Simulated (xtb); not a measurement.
C4H5N, charge +1, doublet, at a GFN2-xTB geometry (a state made from the parent by changing its charge; the spin is typed, not shown lowest); GFN0-xTB with GBSA(toluene) (xtb 6.7.1).

The xtb input:
```
$ xtb mol.xyz --gfn 0 --chrg 1 --uhf 1 --gbsa toluene --json

# file mol.xyz
10

C     -0.06357162    -1.13644082     0.44125941
C     -1.15680579    -0.37198786     0.11693738
C     -0.66289635     0.87577033    -0.35727821
N      0.68645322     0.84847991    -0.31398155
C      1.08891418    -0.34919756     0.16241899
H     -0.05172893    -2.13645287     0.83118679
H     -2.19353832    -0.63877508     0.19579139
H     -1.22005152     1.73058867    -0.70383313
H      1.29945642     1.60617307    -0.59436729
H      2.12684727    -0.60975777     0.28906760
```

It wrote (shortened):

```
   ID    Z sym.   atoms
    1    6 C      1-3, 5
    2    7 N      4
    3    1 H      6-10

           -------------------------------------------------
          |                Calculation Setup                |
           -------------------------------------------------

           -------------------------------------------------
          |                 G F N 0 - x T B                 |
           -------------------------------------------------

      * Solvation model:               GBSA
        Solvent                        toluene
        Parameter file                 internal GFN2-xTB/GBSA
        Dielectric constant                7.0000E+00
        Reference state                gsolv [1 M gas/solution]
        Free energy shift                  4.5239E-03 Eh       2.8388E+00 kcal/mol
        Temperature                        2.9815E+02 K
        Density                            8.6700E-01 kg/L
        Solvent mass                       9.2140E+01 g/mol
        Interaction kernel             Still
        Born radius scaling (c1)           1.5686E+00
        Born radii integrator          GBOBC
        Born offset                        0.0000E+00 a0       0.0000E+00 AA
        H-bond correction              false
        Ion screening                  false
        Surface tension                    1.0000E-05 Eh       1.5569E+01 dyn/cm
        Grid points                               230 per atom

          ...................................................
          :                      SETUP                      :
          :.................................................:
          :  # basis functions                  30          :
          :  # atomic orbitals                  30          :
          :  # shells                           20          :
          :  # electrons                        25          :
          :  electronic temp.          300.0000000     K    :
          :  accuracy                    1.0000000          :
          :  -> integral cutoff          0.2500000E+02      :
          :  -> integral neglect         0.1000000E-07      :
          ...................................................

         :::::::::::::::::::::::::::::::::::::::::::::::::::::
         ::                     SUMMARY                     ::
         :::::::::::::::::::::::::::::::::::::::::::::::::::::
         :: total energy             -12.447704316032 Eh    ::
         :: total w/o Gsasa/hb       -12.442694191867 Eh    ::
         :: gradient norm              0.016226771071 Eh/a0 ::
         :: HOMO-LUMO gap              4.434506504126 eV    ::
         ::.................................................::
         :: H0 energy                -13.924593133847 Eh    ::
         :: repulsion energy           0.237001003441 Eh    ::
         :: electrostat energy         1.264997950014 Eh    ::
         :: -> Gsolv                   0.000000000000 Eh    ::
         ::    -> Gsasa               -0.009534004036 Eh    ::
         ::    -> Gshift               0.004523879872 Eh    ::
         :: dispersion energy         -0.002125010896 Eh    ::
         :: short-range corr.         -0.022985124744 Eh    ::
         :: add. restraining           0.000000000000 Eh    ::
         :: total charge               1.000000000000 e     ::
         :::::::::::::::::::::::::::::::::::::::::::::::::::::

           -------------------------------------------------
          |                Property Printout                |
           -------------------------------------------------

    * Orbital Energies and Occupations

         #    Occupation            Energy/Eh            Energy/eV
      -------------------------------------------------------------
         1        2.0000           -0.7178676             -19.5342
         2        2.0000           -0.6412611             -17.4496
         3        2.0000           -0.6248101             -17.0019
         4        2.0000           -0.5988343             -16.2951
         5        2.0000           -0.5928976             -16.1336
         6        2.0000           -0.5848658             -15.9150
         7        2.0000           -0.5272759             -14.3479
         8        2.0000           -0.5206325             -14.1671
         9        2.0000           -0.5186595             -14.1134
        10        2.0000           -0.5010557             -13.6344
        11        2.0000           -0.4963176             -13.5055
        12        2.0000           -0.4352979             -11.8451
        13        1.0000           -0.4050417             -11.0217 (HOMO)
        14                         -0.2420766              -6.5872 (LUMO)
        15                         -0.2069604              -5.6317
        16                         -0.1420893              -3.8664
        17                         -0.1226329              -3.3370
        18                         -0.1181480              -3.2150
        19                         -0.1165370              -3.1711
        20                         -0.0972095              -2.6452
        21                          0.0959592               2.6112
        22                          0.1056085               2.8738
        23                          0.1130227               3.0755
        24                          0.1552583               4.2248
       ...                                ...                  ...
        30                          0.6647086              18.0876
      -------------------------------------------------------------
                  HL-Gap            0.1629651 Eh            4.4345 eV
             Fermi-level            0.0000000 Eh            0.0000 eV

     #   Z          covCN         q      C6AA      α(0)
     1   6 C        3.024    -0.048    30.699     9.060
     2   6 C        3.024    -0.048    30.699     9.060
     3   6 C        3.051     0.288    23.292     7.891
     4   7 N        2.767    -0.749    39.413     9.400
     5   6 C        3.051     0.288    23.292     7.891
     6   1 H        0.926     0.245     0.896     1.480
     7   1 H        0.926     0.245     0.896     1.480
     8   1 H        0.926     0.177     1.222     1.729
     9   1 H        0.860     0.424     0.438     1.036
    10   1 H        0.926     0.177     1.222     1.729

 Mol. C6AA /au·bohr⁶  :       1008.440307
 Mol. C8AA /au·bohr⁸  :      24795.010201
 Mol. α(0) /au        :         50.757470

Wiberg/Mayer (AO) data.
largest (>0.10) Wiberg bond orders for each atom

 ---------------------------------------------------------------------------
     #   Z sym  total        # sym  WBO       # sym  WBO       # sym  WBO
 ---------------------------------------------------------------------------
     1   6 C    3.973 --     2 C    1.607     5 C    1.259     6 H    0.974
     2   6 C    3.973 --     1 C    1.607     3 C    1.259     7 H    0.974
     3   6 C    3.758 --     4 N    1.301     2 C    1.259     8 H    0.975
                             5 C    0.148
     4   7 N    3.688 --     5 C    1.301     3 C    1.301     9 H    0.944
     5   6 C    3.758 --     4 N    1.301     1 C    1.259    10 H    0.975
                             3 C    0.148
     6   1 H    0.986 --     1 C    0.974
     7   1 H    0.986 --     2 C    0.974
     8   1 H    0.987 --     3 C    0.975
     9   1 H    0.964 --     4 N    0.944
    10   1 H    0.987 --     5 C    0.975
 ---------------------------------------------------------------------------

Topologies differ in total number of bonds
Writing topology from bond orders to xtbtopo.mol

 dipole moment from electron density (au)
     X       Y       Z
   0.9264   1.1450  -0.4237  total (Debye):    3.895

           -------------------------------------------------
          | TOTAL ENERGY              -12.447704316032 Eh   |
          | GRADIENT NORM               0.016226771071 Eh/α |
          | HOMO-LUMO GAP               4.434506504126 eV   |
           -------------------------------------------------

normal termination of xtb
```
